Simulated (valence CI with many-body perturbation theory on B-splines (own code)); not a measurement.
**Level structure of Os LXIV**

Calculated by valence CI with perturbative core correlation (CI+MBPT): three valence electrons over a frozen Dirac-Fock core [Ne], radial functions for each j: 11 s, 11 p, 10 d, 8 f, 5 g, 2 h, with the one-electron correlation potential Σ1, the two-electron term Σ2, the three-electron term Σ3, Breit, model QED; selected CI, second order for the rest, scaled by the run's own slope (own B-spline code, finite nucleus).

The last digits are not significant, and no measured levels were compared; by estimate large intervals hold to a few tenths of a per cent, small ones and those within an open d or f shell to about a per cent.

Levels 46 to 90 of 157, with energies above the lowest level, (3s^2 3p1/2) J=1/2. "Leading %" is the weight of the configuration and term that name the level; weights of strongly mixed levels are sums over their largest components and can fall short. In the jj column 3d3/2^4 stands for four electrons in 3d with j = 3/2. Lifetimes count E1, E2, E3, M1 and M2 decay at the calculated energies, and are blank where another channel may lead or the interval is too uncertain; long ones can be off by a factor of two.

```
No.  Configuration  Term    J  E (eV)  Leading %  Lifetime  Second component                 Leading jj
 46          3p²3d    ²D  3/2  1414.0         34    237 fs     23 % 3p²3d ²P   3p1/2 3p3/2 3d3/2 (82 %)
 47          3p²3d    ²D  5/2  1415.1         30    269 fs     22 % 3p²3d ⁴F   3p1/2 3p3/2 3d3/2 (85 %)
 48          3p²3d    ⁴P  1/2  1418.8         31    293 fs     30 % 3p²3d ²P   3p1/2 3p3/2 3d3/2 (86 %)
 49          3s3d²    ⁴F  3/2  1442.9         70    195 fs     14 % 3s3d² ²D          3s 3d3/2^2 (81 %)
 50          3s3d²    ⁴F  5/2  1457.3         44    168 fs     21 % 3s3d² ²D          3s 3d3/2^2 (77 %)
 51          3p²3d    ⁴D  7/2  1474.7         48    498 fs     33 % 3p²3d ⁴F   3p1/2 3p3/2 3d5/2 (98 %)
 52          3s3d²    ⁴P  1/2  1477.4         57    164 fs     25 % 3s3d² ²S          3s 3d3/2^2 (83 %)
 53          3p²3d    ²G  9/2  1482.7         59    919 fs     32 % 3p²3d ⁴F   3p1/2 3p3/2 3d5/2 (91 %)
 54          3p²3d    ²P  3/2  1486.7         50    507 fs     21 % 3p²3d ⁴P   3p1/2 3p3/2 3d5/2 (94 %)
 55          3p²3d    ²D  5/2  1491.0         44    542 fs     20 % 3p²3d ⁴D   3p1/2 3p3/2 3d5/2 (90 %)
 56          3p²3d    ²F  7/2  1503.4         49    756 fs     18 % 3p²3d ⁴F   3p1/2 3p3/2 3d5/2 (78 %)
 57          3p²3d    ⁴P  5/2  1505.7         41    423 fs     24 % 3p²3d ²F   3p1/2 3p3/2 3d5/2 (92 %)
 58          3p²3d    ²P  1/2  1516.6         44    720 fs     36 % 3p²3d ²S   3p1/2 3p3/2 3d5/2 (85 %)
 59          3p²3d    ²D  3/2  1520.4         59    425 fs     13 % 3p²3d ⁴D   3p1/2 3p3/2 3d5/2 (92 %)
 60          3s3d²    ⁴F  7/2  1533.5         79    308 fs      9 % 3p²3d ²F      3s 3d3/2 3d5/2 (81 %)
 61          3s3d²    ⁴F  5/2  1535.2         46    368 fs     26 % 3s3d² ⁴P      3s 3d3/2 3d5/2 (96 %)
 62          3s3d²    ⁴P  3/2  1541.5         84    382 fs      9 % 3s3d² ²D      3s 3d3/2 3d5/2 (99 %)
 63          3s3d²    ²G  9/2  1550.4         57    321 fs     36 % 3s3d² ⁴F      3s 3d3/2 3d5/2 (88 %)
 64          3s3d²    ²F  5/2  1558.2         49    255 fs     30 % 3s3d² ⁴P      3s 3d3/2 3d5/2 (84 %)
 65          3s3d²    ²G  7/2  1558.5         73    386 fs     21 % 3s3d² ²F      3s 3d3/2 3d5/2 (94 %)
 66          3s3d²    ²P  3/2  1563.7         35    263 fs     34 % 3s3d² ²D      3s 3d3/2 3d5/2 (84 %)
 67          3s3d²    ²P  1/2  1573.8         56    224 fs     23 % 3s3d² ⁴P      3s 3d3/2 3d5/2 (80 %)
 68          3p3d²   ⁴G°  5/2  1592.2         53   1.51 ps    36 % 3p3d² ²F°      3p1/2 3d3/2^2 (100 %)
 69            3p³   ²P°  3/2  1616.5         50    139 fs      28 % 3p³ ²D°             3p3/2^3 (98 %)
 70          3s3d²    ⁴F  9/2  1625.6         64   1.38 ps     35 % 3s3d² ²G          3s 3d5/2^2 (96 %)
 71          3p3d²   ²D°  3/2  1636.5         41    230 fs    36 % 3p3d² ⁴F°       3p1/2 3d3/2^2 (98 %)
 72          3p3d²   ²P°  1/2  1636.7         44    429 fs    40 % 3p3d² ⁴D°       3p1/2 3d3/2^2 (99 %)
 73          3s3d²    ²D  5/2  1640.6         51   1.18 ps     38 % 3s3d² ⁴P          3s 3d5/2^2 (97 %)
 74          3s3d²    ²F  7/2  1649.2         64   1.13 ps     20 % 3s3d² ²G          3s 3d5/2^2 (92 %)
 75          3s3d²    ²P  3/2  1655.5         51    949 fs     36 % 3s3d² ²D          3s 3d5/2^2 (92 %)
 76          3s3d²    ²S  1/2  1674.9         66    959 fs     16 % 3s3d² ⁴P          3s 3d5/2^2 (95 %)
 77          3p3d²   ⁴G°  7/2  1694.6         57   3.18 ps    14 % 3p3d² ²G°   3p1/2 3d3/2 3d5/2 (99 %)
 78          3p3d²   ²D°  5/2  1698.3         25   2.13 ps    23 % 3p3d² ⁴F°  3p1/2 3d3/2 3d5/2 (100 %)
 79          3p3d²   ⁴D°  3/2  1705.5         42   2.25 ps    21 % 3p3d² ²D°   3p1/2 3d3/2 3d5/2 (99 %)
 80          3p3d²   ⁴P°  1/2  1708.5         49   2.34 ps    28 % 3p3d² ⁴D°  3p1/2 3d3/2 3d5/2 (100 %)
 81          3p3d²   ²H°  9/2  1710.9         52   3.26 ps    32 % 3p3d² ²G°   3p1/2 3d3/2 3d5/2 (99 %)
 82          3p3d²   ⁴D°  5/2  1734.2         28    331 fs    18 % 3p3d² ⁴F°   3p1/2 3d3/2 3d5/2 (99 %)
 83          3p3d²   ²F°  7/2  1739.8         46    374 fs    28 % 3p3d² ²G°   3p1/2 3d3/2 3d5/2 (98 %)
 84          3p3d²   ²P°  3/2  1745.3         32    303 fs    25 % 3p3d² ⁴D°   3p1/2 3d3/2 3d5/2 (98 %)
 85          3p3d²   ⁴D°  7/2  1808.7         36   1.58 ps    30 % 3p3d² ²F°       3p1/2 3d5/2^2 (98 %)
 86          3p3d²   ²G°  9/2  1813.6         31   2.16 ps    28 % 3p3d² ⁴G°       3p1/2 3d5/2^2 (98 %)
 87          3p²3d    ²D  3/2  1815.6         34    146 fs     25 % 3p²3d ⁴P       3p3/2^2 3d3/2 (99 %)
 88          3p3d²   ²P°  3/2  1820.3         29   1.44 ps    24 % 3p3d² ²D°       3p1/2 3d5/2^2 (99 %)
 89          3p3d²   ²F°  5/2  1823.0         39   1.69 ps    21 % 3p3d² ⁴D°       3p1/2 3d5/2^2 (99 %)
 90          3p²3d    ⁴D  5/2  1823.5         27    152 fs     22 % 3p²3d ²F       3p3/2^2 3d3/2 (96 %)
```
